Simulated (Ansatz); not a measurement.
A run on CH3Cl3SSiZn (`[CH3][Zn][S][Si](Cl)(Cl)Cl`) with other settings.

```yaml
crystal:
  periodic: [false, false, false]
  atoms:
    - {symbol: C, position_ang: [0.243823, -1.877629, 1.634951]}
    - {symbol: Zn, position_ang: [-0.586845, -0.659582, 0.385905]}
    - {symbol: S, position_ang: [-1.826849, 0.564797, -0.985866]}
    - {symbol: Si, position_ang: [-0.232277, 1.763640, -1.536832]}
    - {symbol: Cl, position_ang: [0.189143, 1.670775, -3.524918]}
    - {symbol: Cl, position_ang: [-0.506224, 3.724197, -1.068241]}
    - {symbol: Cl, position_ang: [1.484137, 1.152396, -0.539688]}
    - {symbol: H, position_ang: [-0.484113, -2.584989, 2.035197]}
    - {symbol: H, position_ang: [0.681091, -1.317448, 2.463604]}
    - {symbol: H, position_ang: [1.038093, -2.436157, 1.135887]}
basis:
  gaussian: {orbitals: "6-31G*", fitting: {mean_field: def2-universal-jkfit}}
hamiltonian: {xc: {name: wB97X-V}, pseudopotentials: {relativity: scalar}}
accuracy: high
output: {forces: true}
```

```sh
$ ansatz run in.yaml --threads 2 --pin off --events-out ev --progress --plain --max-ram 20480MiB --backend cpu
```

Output, abridged:

```
Functional definition: wB97X-V
1033 factors; integrals over basis functions are off by at most 2.7e-1 eV
1033 factors; integrals over basis functions are off by at most 8.2e-8 eV
mean field evaluation 1: about -106268.4249 eV, gradient 4.3e1 eV
mean field evaluation 2: about -106269.6945 eV, gradient 4.0e1 eV
mean field evaluation 4: about -106272.3372 eV, gradient 1.6e0 eV
mean field evaluation 8: about -106272.3580 eV, gradient 3.3e-2 eV
mean field evaluation 16: about -106272.3580 eV, gradient 4.2e-6 eV
mean field -106272.35796892 eV, -3905.4371213662 hartree, gradient 5.4e-8 eV, S^2 0.000000; 0 other end points of the search recorded, 0 dependent functions left out
reference -106272.35796870 eV, -3905.4371213582 hartree; 60, 60 occupied and 92, 92 virtual orbitals, 1033 factors
Total energy: -106272.35796870 eV, -3905.4371213582 hartree
Relativity: scalar
Atom 0 at     0.243823    -1.877629     1.634951 Å, force    -0.453985     0.703977    -0.717316 eV/Å
Atom 1 at    -0.586845    -0.659582     0.385905 Å, force     0.040743    -0.280991     0.243930 eV/Å
Atom 2 at    -1.826849     0.564797    -0.985866 Å, force     0.265399    -0.257077     0.289382 eV/Å
Atom 3 at    -0.232277     1.763640    -1.536832 Å, force    -0.134773    -0.000889    -0.037163 eV/Å
Atom 4 at     0.189143     1.670775    -3.524918 Å, force     0.044735    -0.028322    -0.142365 eV/Å
Atom 5 at    -0.506224     3.724197    -1.068241 Å, force    -0.012680     0.141529     0.058225 eV/Å
Atom 6 at     1.484137     1.152396    -0.539688 Å, force     0.095793    -0.047367     0.065680 eV/Å
Atom 7 at    -0.484113    -2.584989     2.035197 Å, force    -0.054173    -0.121998     0.088227 eV/Å
Atom 8 at     0.681091    -1.317448     2.463604 Å, force     0.087444     0.001771     0.143316 eV/Å
Atom 9 at     1.038093    -2.436157     1.135887 Å, force     0.121495    -0.110632     0.008085 eV/Å
Dipole moment:     0.053728    -0.416514     0.363013 e Å
```

Hardware: 2 threads of an AMD EPYC 7R13 on a shared host. Wall time 48 s, peak host memory 1.2 GiB.
